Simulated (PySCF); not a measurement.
## From computed data to an observable: chemical shift, span and skew from a shielding tensor

CH₈ClFSi₃, SMILES [Si@H]([Si@@H](F)[SiH3])(Cl)C. Atoms are numbered in the order given.

```xyz
14

C      1.8408    -1.3912     0.9986
Si     1.4053    -0.0473    -0.2341
Cl     1.2672     1.7999     0.7657
Si    -0.7741    -0.3101    -1.0609
F     -0.9899    -1.8788    -1.5084
Si    -2.2815     0.2183     0.6687
H      2.8256    -1.2056     1.4549
H      1.0873    -1.4397     1.7998
H      1.8676    -2.3678     0.4876
H      2.4626     0.0852    -1.2753
H     -1.0194     0.5436    -2.2606
H     -1.8255    -0.4264     1.9352
H     -2.3233     1.6963     0.8558
H     -3.6495    -0.2785     0.3388
```

Geometry: B3LYP-D3(BJ)/def2-SVP. The structure was generated by enumeration; whether it is a known compound was not checked. One conformer was computed; it need not be the lowest.

GIAO shieldings from PBE0/pcSseg-1 (PySCF), non-relativistic, no solvent. The symmetric part of the tensor of Si4 has the principal values 231.1, 303.3, 452.5 ppm. The same nucleus in TMS has σ = 352.7 ppm at this level (PySCF, at its B3LYP-D3(BJ)/def2-TZVP geometry). Without spin–orbit terms, shifts of atoms bonded to Cl or Br come out too high.

Question: Work out the isotropic shielding, the ²⁹Si shift against TMS, the span and the skew.

Answer: 
σ(iso) = (σ11 + σ22 + σ33)/3 = 329.0 ppm. δ = σ(ref) − σ(iso) = 352.7 − (329.0) = 23.7 ppm.
Span Ω = σ33 − σ11 = 221.4 ppm. Skew κ = 3(σ(iso) − σ22)/Ω = 0.35. Tumbling in solution averages the tensor to δ; in a static solid the shielding alone would spread this spin-1/2 line over Ω.
